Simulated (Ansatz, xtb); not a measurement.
Relative energy of two isomers of C5H4F2N2

Structure I is `FC(F)c1ncccn1`, a singlet and structure II is `FC(F)c1ccncn1`, a singlet. Both are isolated molecules in the gas phase, relaxed with PBE-D3(BJ)/def2-SVP; the shapes shown needn't be the lowest conformers.

I (Å):

```xyz
13

C    -1.3074    0.0593    1.0117
C     0.1070    0.1937    0.4668
C     2.2857   -0.4637    0.5616
C     2.5992    0.4156   -0.4836
C     1.5372    1.1728   -1.0050
F    -1.7466    1.2676    1.4682
F    -2.1497   -0.3489    0.0184
N     1.0378   -0.5816    1.0450
N     0.2871    1.0679   -0.5354
H    -1.3324   -0.6804    1.8426
H     3.0618   -1.0962    1.0286
H     3.6227    0.5079   -0.8751
H     1.7005    1.8891   -1.8304
```

II (Å):

```xyz
13

C    -1.0793    0.1759    0.9733
C     0.2998    0.3592    0.3702
C     1.1922   -0.7215    0.2747
C     2.4392   -0.4416   -0.2978
C     1.8389    1.7367   -0.5894
F    -0.9642   -0.2737    2.2601
F    -1.7691   -0.7721    0.2686
N     2.7727    0.7857   -0.7335
N     0.6127    1.5909   -0.0583
H    -1.6457    1.1331    0.9628
H     0.9213   -1.7260    0.6302
H     3.2012   -1.2334   -0.4114
H     2.1030    2.7494   -0.9448
```

Quicker runs give these differences E(II) − E(I): GFN2-xTB −0.091 eV; HF/STO-3G −0.019 eV (at GFN2-xTB geometries); r2SCAN-D4/def2-SVP −0.050 eV (at GFN2-xTB geometries).

Task: Estimate E(II) − E(I) at the level CCSD(T)/def2-SVP + ΔMP2/def2-TZVPP.

Result: Too close to call at this level: CCSD(T)/def2-SVP + ΔMP2/def2-TZVPP gives E(II) − E(I) = −0.056 eV.

How the difference moves with the method:

```
                             level             geometry  E(II) − E(I) (eV)  departure from the last row (eV)  job, with rough time for the two
                          GFN2-xTB             GFN2-xTB              −0.091                            −0.036              optimisation, 0.14 s
                         HF/STO-3G             GFN2-xTB              −0.019                            +0.037              single point, 0.52 s
                r2SCAN-D4/def2-SVP             GFN2-xTB              −0.050                            +0.006                 single point, 5 s
               PBE-D3(BJ)/def2-SVP  PBE-D3(BJ)/def2-SVP              −0.057                            −0.001                optimisation, 19 s
                       HF/def2-SVP  PBE-D3(BJ)/def2-SVP              −0.038                            +0.018           part of the CCSD(T) run
                      MP2/def2-SVP  PBE-D3(BJ)/def2-SVP              −0.060                            −0.004           part of the CCSD(T) run
                  CCSD(T)/def2-SVP  PBE-D3(BJ)/def2-SVP              −0.055                             0.000                      single point
CCSD(T)/def2-SVP + ΔMP2/def2-TZVPP  PBE-D3(BJ)/def2-SVP              −0.056                                               single point, 2.5 min
```

As drawn, both hold the same kinds of bond in the same numbers.

HF/STO-3G finds them nearly level. The largest departure from CCSD(T)/def2-SVP + ΔMP2/def2-TZVPP is that of HF/STO-3G, 0.037 eV. The last row adds to CCSD(T) the change of the MP2 difference between the two basis sets, here 0.000 eV.

With thermal terms from frequencies at re-optimised GFN2-xTB minima (ideal gas, soft modes damped towards free rotors, one conformer each, 298.15 K, 1 atm): the zero-point term adds +0.001 eV; ΔH is −0.055 and ΔG −0.054 eV.

The correlated steps freeze 9 core orbitals. Codes used: Ansatz 0.2.0, xtb 6.7.1; the last row on 4 threads of Arm Neoverse V1 on a shared host.
